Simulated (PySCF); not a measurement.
Worked example: entropy of an ideal gas

C3H4ClF, SMILES C(=C\Cl)(/F)C.

Geometry: PBE-D3(BJ)/def2-SVP.

PBE-D3(BJ)/def2-SVP run with PySCF 2.14.0 gives the harmonic wavenumbers 151, 215, 251, 402, 443, 455, 768, 789, 913, 983, 1011, 1158, 1270, 1357, 1392, 1395, 1691, 2974, 3047, 3109, 3157 cm⁻¹ and the rotational temperatures 0.4266, 0.1055, 0.0856 K. The molar mass is 94.51 g/mol, the symmetry number 1, the spin multiplicity 1.

Question: Work out the entropy at 298.15 K and 1 atm in the rigid-rotor, harmonic-oscillator model.

Answer: 
Translation (Sackur–Tetrode at 1 atm): S = R[1.5 ln M + 2.5 ln T − 1.16487] = 165.5 J/(mol K).
Rotation: q = (√π/σ) T^1.5/√(θA θB θC) = 147000, S = R[ln q + 3/2] = 111.4 J/(mol K).
Vibration: with u = 1.4388 ν/T, each mode gives R[u/(e^u − 1) − ln(1 − e^−u)]:
```csv
ν (cm⁻¹),modes,u,S (J/(mol K))
151,1,0.73,11.13
215,1,1.04,8.37
251,1,1.21,7.21
402,1,1.94,4.00
443,1,2.14,3.42
455,1,2.20,3.27
768,1,3.71,0.98
789,1,3.81,0.91
913,1,4.41,0.55
983,1,4.74,0.42
1011,1,4.88,0.37
1158,1,5.59,0.21
1270,1,6.13,0.13
1357,1,6.55,0.09
1392,1,6.72,0.08
1395,1,6.73,0.08
1691,1,8.16,0.02
```
The stiffer modes add less than 0.005 each. Sum 41.2 J/(mol K).
Spin: R ln 1 = 0.0 J/(mol K).
Total 318.1 J/(mol K); the program's own thermochemistry gives 318.1. Translation makes up 52 % and vibration 13 %. Anharmonicity, hindered rotation and orbital degeneracy are left out.
